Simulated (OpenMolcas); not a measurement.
**neutral selenium: effect of the basis set**

```json
{
 "Program": "OpenMolcas 26.06",
 "Method": "CASSCF",
 "Active space": "4 electrons in 3 orbitals (4p)",
 "State averaging": "2S+1 = 3 even, 3 roots; 2S+1 = 1 even, 6 roots",
 "Spin-orbit coupling": "RASSI with atomic mean-field integrals over the reference wave functions, term energies averaged over their components"
}
```

A. ANO-RCC-VDZP [5s4p2d], DKH2, point nucleus; cost of the order of 1.5 core-seconds
B. ANO-R1 [5s4p3d1f], X2C, finite nucleus; cost about 1.9 core-seconds
C. ANO-RCC-VTZP [6s5p3d1f], DKH2, point nucleus; cost roughly 2.7 core-seconds
D. ANO-RCC-VQZP [7s6p4d2f1g], DKH2, point nucleus; cost roughly 3 core-seconds
E. ANO-R2 [6s6p4d3f1g], X2C, finite nucleus; cost roughly 3 core-seconds
F. ANO-R3 [7s6p5d4f2g], X2C, finite nucleus; cost about 4 core-seconds

Energies in cm-1 above 4s2 4p4 3P2, the measured ground level; measured values from NIST Handbook of Basic Atomic Spectroscopic Data.

```csv
Level,A,B,C,D,E,F,Measured
4s2 4p4 3P2,0.0,0.0,0.0,0.0,0.0,0.0,0.0
4s2 4p4 3P1,1839,1742,1809,1825,1812,1814,1989
4s2 4p4 3P0,2466,2354,2429,2446,2430,2433,2534
4s2 4p4 1D2,11777,11924,11803,11800,11784,11791,9576
4s2 4p4 1S0,27771,28279,27840,27815,27795,27810,22446
```

Deviations, from unrounded energies. A percentage is the sum of absolute deviations over the sum of measured energies, with the sign that they share, or ± where signs differ.

```csv
Against measurement,Levels,A,B,C,D,E,F
mean absolute deviation (cm-1),4,1900,2200,2000,2000,2000,2000
fine structure of the ground term (%),2,-4.8,-9.4,-6.3,-5.6,-6.2,-6.1
other terms of the ground configuration (%),2,+23.5,+25.5,+23.8,+23.7,+23.6,+23.7
```

A, C, D, E, F lie about equally close to measurement and B furthest from it. The largest miss of A in the table is 4s2 4p4 1S0, by +5300 cm-1. The ranking rests on the paired levels alone, and a cruder setting can come out closer through cancelling errors.

Among A to F the level of the table that moves most is 4s2 4p4 1S0, by 510 cm-1 (lowest in A, highest in B).

Without dynamic correlation excited terms often stand tens of per cent too high (terms of higher spin than the ground term too low), and those without a measured partner can miss by more than the paired ones. With the s shell closed, the reference lacks s² → p² mixing. Computed and measured levels are paired by configuration, term and J; levels that our copy of the source lacks, or whose pairing is in doubt (as where it misses far off the trend of its configuration), stay unpaired and out of the deviations. Only configurations of the active space appear.
